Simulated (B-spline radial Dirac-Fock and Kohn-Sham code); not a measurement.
## What relativity does to the binding energies of V²⁺

System: vanadium as V²⁺, configuration [Ar] 3d3.

Both columns are ΔSCF binding energies of the configuration average from an atomic code on a B-spline grid: non-relativistic Hartree-Fock with a point nucleus, and Dirac-Fock with a finite nucleus and the Coulomb interaction alone, averaged over the two j levels with weights 2j+1.

```
shell  Hartree-Fock (eV)  Dirac-Fock (eV)  shift (eV)  shift (%)
   1s             5464.1           5503.1      +38.99      +0.71
   2s              652.3            660.0       +7.74      +1.19
   2p              546.2            547.3       +1.07      +0.20
   3s              100.2            101.4       +1.16      +1.15
   3p              69.01            69.18       +0.17      +0.25
   3d              27.34            27.17       -0.18      -0.65
```

Relativity binds 1s, 2s, 2p, 3s, 3p more strongly, among those listed most of all 2s in relative terms, and 3d more weakly, because the contracted s and p shells screen the nucleus better.

Values without a named source are computed, but for edge energies of neutral atoms, which are taken from tables.
